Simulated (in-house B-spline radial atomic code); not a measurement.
Configurations of neutral gallium, with energies counted from [Ar] 3d10 4s2 4p1. Computed with an all-electron radial atomic-structure program (B-spline basis): scalar-relativistic (X2C) HSE06, spin-polarised, spherical fractional occupations, Fermi nucleus of rms radius 3.9973 fm. Shells without spins written out take the highest spin.

Caution: exact exchange at fractional occupations of open shells leaves self-interaction of up to several eV.

Occupations are held fixed; configurations that lie above the ionisation limit could autoionise.

```
                                                       configuration  E - E(ref) (eV)  highest orbital  its <r> (bohr)
                                               [Ar] 3d10 4s1 4p1 4d1           10.261            4d up           8.775
                                               [Ar] 3d10 4s1 4p1 4f1           11.119            4f up           16.88
                                                [Ar] 3d9 4s2 4p1 4f1           28.857            4f up           16.93
[Ne] 3s2 3p(3 up, 2 down) 3d10 4s2 4p(0 up, 1 down) 5p(1 up, 0 down)           110.33            5p up           9.018
                                       [Ne] 3s2 3p5 3d10 4s2 4p1 4d1           110.63            4d up           8.676
                                       [Ne] 3s2 3p5 3d10 4s2 4p1 5d1           111.26            5d up           16.24
[Ne] 3s2 3p(2 up, 3 down) 3d10 4s2 4p(0 up, 1 down) 4f(0 up, 1 down)            111.5          4f down           16.94
```

Problem. Order these further configurations by energy, lowest first.
A. [Ar] 3d9 4s2 4p1 5s1
B. [Ar] 3d10 4s1 4p2
C. [Ar] 3d10 4s2 5f1
D. [Ar] 3d10 4s(0 up, 1 down) 4p(1 up, 1 down)
E. [Ar] 3d10 4s2 4f1

Solution. E (4.6805 eV), B (4.8264 eV), C (4.9689 eV), D (6.7134 eV), A (26.487 eV).

Problem. How far above the reference does [Ar] 3d9 4s2 4p1 5p1 lie?

Solution. 27.575 eV; its least bound orbital is 5p up with <r> = 8.98 bohr.

Problem. How far above the reference does [Ne] 3s2 3p(2 up, 3 down) 3d10 4s2 4p(0 up, 1 down) 4d(1 up, 0 down) lie?

Solution. 110.74 eV; its least bound orbital is 4d up with <r> = 9.356 bohr.
